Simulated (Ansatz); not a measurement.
Frontier orbitals of `NB1C=N1`.

```xyz
7

N    -0.995   -0.254   -0.851
B     0.003   -0.055    0.084
C     1.175    0.465    0.765
N     0.529   -0.488    1.360
H    -1.716   -0.944   -0.730
H    -1.063    0.273   -1.703
H     2.067    1.003    1.075
```

Total charge 0; spin multiplicity 1. The structure was optimised at the PBE0-D4/def2-TZVP level. It is one conformer, not always the lowest. Basis def2-TZVPP, Ansatz.

| functional | HOMO (eV) | LUMO (eV) | gap (eV) |
| --- | --- | --- | --- |
| PBE | -5.49 | -1.71 | 3.78 |
| B97M-V | -5.78 | -1.28 | 4.50 |
| PBE0 | -6.87 | -0.49 | 6.38 |
| r2SCAN0 | -7.02 | -0.34 | 6.68 |
| BHLYP | -8.19 | 0.79 | 8.98 |
| ωB97M-V | -9.19 | 1.85 | 11.04 |

Question: What is the vertical ionisation energy at frozen-core CCSD(T)/CBS(def2)? (Estimate.)

Answer: Computed: 9.50 eV (T1 of the cation 0.030).

From PBE to PBE0 the HOMO moves by −1.38 eV and the LUMO by +1.22 eV, and with ωB97M-V by −3.70 and +3.56 eV, so the gap grows from 3.77 to 11.04 eV with exact exchange. A positive LUMO is unbound and depends on the basis. −ε(HOMO) differs from that ionisation energy by −4.01 eV with PBE and −0.31 eV with ωB97M-V.
